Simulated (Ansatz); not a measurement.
B3As3H12, a cluster cut from wurtzite BAs (hydrogen-capped). Total charge 0; triplet. Geometry B3LYP-D4/def2-SVP, that of the neutral singlet.

```
atom   x (Å)   y (Å)   z (Å)
 As1  -1.644   0.366   0.941
  B2  -1.755  -0.850  -0.727
 As3   0.135  -1.629  -1.026
  B4  -0.161   1.802   1.029
 As5   1.623   0.845   0.612
  B6   1.748  -0.337  -1.079
  H7  -2.981   1.042   1.134
  H8  -1.625  -0.479   2.200
  H9  -2.566  -1.734  -0.564
 H10  -1.961  -0.108  -1.665
 H11   0.398  -2.748  -0.038
 H12   0.126  -2.440  -2.300
 H13  -0.127   2.322   2.122
 H14  -0.364   2.547   0.093
 H15   2.092   0.067   1.826
 H16   2.723   1.879   0.559
 H17   1.548   0.405  -2.018
 H18   2.792  -0.950  -1.101
```

At PBE-D4/def2-TZVP an occupied level of the charge 0 triplet lies above an empty one (by up to 0.04 eV), so this SCF solution is probably not the lowest. At PBE-D4/def2-TZVP the gap within one spin of the charge 0 triplet nearly closes, so an electron or hole may be smeared out by delocalisation error. At PBE0-D4/def2-TZVP a singlet of charge 0 lies 5.83 eV below the triplet at the same geometry.

(1) Estimate the α-spin orbital energies around the gap (eV) in Ansatz with PBE-D4/def2-TZVP, PBE0-D4/def2-TZVP.

## Answers

(1) 
```
orbital  PBE-D4/def2-TZVP  PBE0-D4/def2-TZVP
 HOMO−5             -8.09              -9.37
 HOMO−4             -8.03              -9.23
 HOMO−3             -7.81              -9.06
 HOMO−2             -7.57              -8.78
 HOMO−1             -7.19              -8.27
   HOMO             -1.80              -2.22
   LUMO             -0.62               0.22
 LUMO+1             -0.58               0.23
 LUMO+2             -0.54               0.27
 LUMO+3             -0.42               0.41
 LUMO+4             -0.40               0.51
 LUMO+5              0.33               1.15
 β HOMO             -7.02              -8.06
 β LUMO             -7.06              -6.70
```
